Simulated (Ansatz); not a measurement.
The cluster NaLi₄. Charge 0, multiplicity 2. Geometry r2SCAN/def2-TZVP; atoms count from 1.

```xyz
5

Li   -0.9682    0.0871   -2.3826
Li   -1.3348    0.2854    0.5227
Li    1.0833    1.8562   -1.1146
Li    1.2758   -0.7937    0.0571
Na   -0.0561   -1.4349    2.9174
```

Another isomer (doublet) lies 0.09 eV lower at PBE0/def2-TZVP; other spin states weren't run for this one.

Problem. Estimate the Mulliken populations from the PBE0/def2-TZVP orbitals of Ansatz.

Solution. 
```json
{"atom": "Li1", "charge (e)": "0.00", "spin (α − β)": "0.24"}
{"atom": "Li2", "charge (e)": "-0.01", "spin (α − β)": "0.26"}
{"atom": "Li3", "charge (e)": "-0.01", "spin (α − β)": "0.26"}
{"atom": "Li4", "charge (e)": "0.00", "spin (α − β)": "0.24"}
{"atom": "Na5", "charge (e)": "0.01", "spin (α − β)": "0.01"}
```
Mulliken values and Mayer orders depend strongly on the basis.

Problem. Where does the spin sit?

Solution. Summed by element: Li 0.99, Na 0.01, of 1 unpaired in all. Largest on single atoms: Li2 0.26, Li3 0.26, Li1 0.24.

Problem. And the Mayer bond orders between bonded heavy atoms (over 0.3)?

Solution. Li1–Li2 0.45 (2.93 Å); Li1–Li3 0.43 (2.99 Å); Li2–Li4 0.34 (2.86 Å); Li2–Na5 0.45 (3.21 Å); Li3–Li4 0.45 (2.90 Å); Li4–Na5 0.45 (3.22 Å).
